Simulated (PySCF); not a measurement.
## Dipole response of Hf³⁺ (hafnium, charge +3)

[Xe] 4f14 5d1, 2D determinant. All numbers are calculated (PySCF 2.14, scalar relativity through the core potential, in aug-cc-pwCVTZ-PP with ECP60MDF (8s8p7d4f3g, 122 functions)). Coupled (time-dependent) response in atomic units; α is the mean over directions.

| method | mean α (bohr³) | α xx, yy, zz | C₆ (like pair) | S(−4) |
| --- | --- | --- | --- | --- |
| PBE0 | 6.246 | 7.303, 7.303, 4.133 | 25.09 | 23.04 |

S(−4) is the Cauchy moment in α(ω) = α(0) + S(−4) ω² + …

Spin-orbit coupling is absent.

α(iu) at PBE0:

| u (hartree) | α(iu) (bohr³) |
| --- | --- |
| 0 | 6.246 |
| 0.0500 | 6.190 |
| 0.100 | 6.034 |
| 0.200 | 5.555 |
| 0.300 | 5.038 |
| 0.500 | 4.177 |
| 0.750 | 3.390 |
| 1.00 | 2.797 |
| 1.50 | 1.955 |
| 2.00 | 1.408 |
| 3.00 | 0.7990 |
| 5.00 | 0.3413 |

A single London oscillator, α(iu) = α/(1 + u²/ω²), gives C₆ = (3/4) ω α². Matching the computed C₆ needs ω = 4 × 25.09 / (3 × 6.246²) = 0.858 hartree.

For an ion, C₆ is the dispersion term alone; charge-induced terms of lower order in 1/R come first.

The components differ because the open shell of this determinant is not spherical; for a pure term their mean is the scalar polarisability.

Energies and moments cover only the electrons outside the core potential. Spin-orbit coupling, absent here, splits the open shell strongly.
